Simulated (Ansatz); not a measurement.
Consider the formal loss of a carbene: `C[SiH2]C(O)F` → `[CH]F` + `C[SiH2]O`.

Calculated with Ansatz (gas phase, PBE0-D4/def2-TZVP geometries, no zero-point term in ΔE). CBS: MP2 limit from def2 TZ/QZ plus the TZ coupled-cluster correction, frozen cores. This one scheme is used for every species. Functionals use def2-TZVPP. B3LYP here is the variant with VWN-RPA as its local correlation; programs differ in this. One conformer a species, not always the lowest.

CCSD(T)/CBS gives +236.6 kJ/mol.

(1) Another level gave +243.5 kJ/mol. Which?
A. PBE/def2-TZVPP
B. PBE0-D4/def2-TZVPP
C. CCSD/def2-TZVPP
D. B3LYP-D4/def2-TZVPP

Largest T1 diagnostic among the species: 0.018.

Results:

(1) D. B3LYP-D4 243.5, PBE0-D4 271.7, PBE 263.9, CCSD/def2-TZVPP 228.0 kJ/mol.

The D4 term adds +11.7 kJ/mol with B3LYP and +6.4 kJ/mol with PBE0; it sums over pairs of atoms, weighted by their polarisabilities, and B3LYP, whose exchange is more repulsive, gets the larger term. In def2-TZVPP, CCSD(T) changes the Hartree–Fock value by +48.4 kJ/mol (the triples alone add +4.9 kJ/mol) and MP2 by +68.2 kJ/mol.
